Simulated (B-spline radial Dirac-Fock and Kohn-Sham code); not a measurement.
## 3p3/2 photoionisation of Ni near threshold

System: the Ni atom in the configuration [Ar] 3d8 4s2. The computed 3p3/2 threshold is 82.67 eV; without correlation, outer thresholds are uncertain by 1 to 2 eV. With an open shell the threshold is an average over the terms of the final ion.

Input of the calculation (task.json; shells as n, l, electrons):

```json
{"items": [{
  "Z": 28,
  "q": 0,
  "cfg": [[1, 0, 2], [2, 0, 2], [2, 1, 6], [3, 0, 2], [3, 1, 6], [3, 2, 8], [4, 0, 2]],
  "A": 58,
  "rrms": 3.7757,
  "do": ["binding", "quiet", "photo", "scan"],
  "hv": [21.22, 40.81, 60, 80, 100, 150, 200, 300, 400, 600, 800, 1000, 1253.6, 1486.9, 2000, 2984.4, 4000, 5414.7, 6000, 8047.8, 9251.7, 12000, 15000, 17479.3, 22162.9, 30000, 40000, 59318.2, 80000, 100000, 150000, 200000]
}]}
```

Run with: `python xray_run.py task.json out`

Model: Dirac-Hartree-Slater photoionisation with all multipoles and Dirac-Fock thresholds. Program: a radial atomic solver. Interchannel coupling and autoionising resonances are not included, so magnitudes near threshold are approximate.

| kinetic energy (eV) | σ (Mb) | β |
| --- | --- | --- |
| 1.5 | 0.538 | 0.77 |
| 2.3 | 0.538 | 0.91 |
| 3.7 | 0.531 | 1.02 |
| 5.7 | 0.507 | 1.02 |
| 9.0 | 0.462 | 0.80 |
| 14.0 | 0.402 | 0.25 |
| 21.9 | 0.367 | -0.44 |
| 34.2 | 0.405 | -0.47 |
| 53.5 | 0.504 | 0.14 |
| 83.7 | 0.589 | 0.76 |
| 130.9 | 0.572 | 1.19 |
| 204.6 | 0.454 | 1.44 |
| 319.9 | 0.295 | 1.57 |

The cross section has a minimum of 0.37 Mb near 22 eV kinetic energy, a Cooper minimum, where a dipole matrix element changes sign; it needs a radial node in the bound orbital. Its largest value, 0.597 Mb, lies 105 eV above threshold. β ranges from -0.57 (at 27.4 eV) to 1.61.
